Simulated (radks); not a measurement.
Q: All-electron atom: In2+ in [Kr] 4d10 5s0.75 5p0.25 (fractional occupations, a model configuration). Method: scalar-relativistic Kohn-Sham, MS2 meta-GGA, spin-unpolarised, spherical densities, finite nucleus; meta-GGA in the generalised Kohn-Sham scheme; Fermi nuclear charge, rms radius 4.6156 fm; computed with a radial shooting solver on a logarithmic mesh with Libxc functionals. Some entries of the table are withheld. Estimate them.

| orbital | occ. | eigenvalue (Ry) | r(max) (bohr) | <r> (bohr) |
|---|---|---|---|---|
| 1s | 2 | -2043.443 | 0.01921 | 0.02970 |
| 2s | 2 | (1) | 0.1084 | 0.1284 |
| 2p | 6 | -275.8711 | (2) | (3) |
| 3s | 2 | -59.82378 | 0.3148 | 0.3476 |
| 3p | 6 | -49.35087 | 0.3086 | (4) |
| 3d | 10 | -33.22736 | 0.2587 | 0.3245 |
| 4s | 2 | -10.32746 | 0.7718 | 0.8496 |
| 4p | 6 | -7.20898 | 0.8181 | 0.9216 |
| 4d | 10 | -2.72181 | (5) | 1.162 |
| 5s | 0.75 | -1.73259 | 2.053 | 2.354 |
| 5p | 0.25 | -1.18925 | 2.455 | 2.850 |
| 6s | 0 | -0.61804 | 5.002 | 5.304 |

A: 
(1) 2s eigenvalue (Ry): -307.6085
(2) 2p r(max) (bohr): 0.08699
(3) 2p <r> (bohr): 0.1122
(4) 3p <r> (bohr): 0.3467
(5) 4d r(max) (bohr): 0.9287
